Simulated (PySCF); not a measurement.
**Frontier levels across methods**

Species: C₃H₅AlF₂.
Structure used (PBE0-D3(BJ)/def2-SVP), in Å, numbered top down from 1:
```
atom  x, y, z in Å
F1    -0.091    1.515    0.679
C2    -1.249    0.768    0.525
C3    -1.094   -0.448   -0.001
F4    -2.188   -1.191   -0.168
C5     0.216   -0.994   -0.397
Al6    1.559    0.467   -0.104
H7    -2.139    1.292    0.864
H8     0.429   -1.895    0.206
H9     0.167   -1.319   -1.451
H10    2.492    0.395    1.181
H11    1.933    1.383   -1.350
```

Basis pcSseg-2 throughout (PySCF), one geometry. Geometry: PBE0-D3(BJ)/def2-SVP, one conformer, isolated molecule.

**Question.** How do the orbital energies, the gap and the dipole change with the method?

**Answer.** 
| method | kind | HOMO (eV) | LUMO (eV) | gap (eV) | μ (D) | SCF cycles |
| --- | --- | --- | --- | --- | --- | --- |
| BLYP | GGA | -6.34 | -1.22 | 5.13 | 1.32 | 15 |
| OPBE | GGA | -6.37 | -1.08 | 5.30 | 1.32 | 16 |
| B97-D | GGA | -6.44 | -1.17 | 5.27 | 1.36 | 16 |
| PBE | GGA | -6.44 | -1.33 | 5.11 | 1.31 | 16 |
| KT2 | GGA | -6.47 | -1.48 | 4.99 | 1.23 | 16 |
| KT3 | GGA | -6.50 | -1.35 | 5.15 | 1.24 | 16 |
| BP86 | GGA | -6.54 | -1.34 | 5.19 | 1.34 | 15 |
| LDA | LDA | -6.58 | -1.59 | 5.00 | 1.25 | 15 |
| B97-2 | global hybrid | -7.48 | -0.48 | 7.00 | 1.30 | 14 |
| B3LYP | global hybrid | -7.54 | -0.74 | 6.80 | 1.28 | 14 |
| PBE0 | global hybrid | -7.73 | -0.52 | 7.21 | 1.28 | 14 |
| mPW1PW91 | global hybrid | -7.76 | -0.52 | 7.25 | 1.29 | 14 |
| BHandHLYP | global hybrid | -8.93 | 0.21 | 9.13 | 1.25 | 12 |
| CAM-B3LYP | range-separated hybrid | -9.13 | 0.33 | 9.46 | 1.27 | 13 |
| wB97X-D | range-separated hybrid | -9.60 | 1.15 | 10.76 | 1.33 | 14 |
| LC-wPBE | range-separated hybrid | -10.47 | 1.40 | 11.87 | 1.31 | 14 |
| HF | Hartree–Fock | -10.66 | 1.93 | 12.58 | 1.29 | 11 |

The HOMO spans 4.31 eV, from BLYP down to HF, and the gap runs from 4.99 eV (KT2) to 12.58 eV (HF). Over the methods BLYP (0 %), OPBE (0 %), B97-D (0 %), PBE (0 %), KT2 (0 %), KT3 (0 %), BP86 (0 %), LDA (0 %), B97-2 (21 %), B3LYP (20 %), PBE0 (25 %), mPW1PW91 (25 %), BHandHLYP (50 %), HF (100 %), a straight line through the gap against the share of exact exchange rises by 0.76 eV for each 10 % (correlation coefficient 0.998). The dipole ranges from 1.23 D (KT2) to 1.36 D (B97-D). This basis has no diffuse functions.
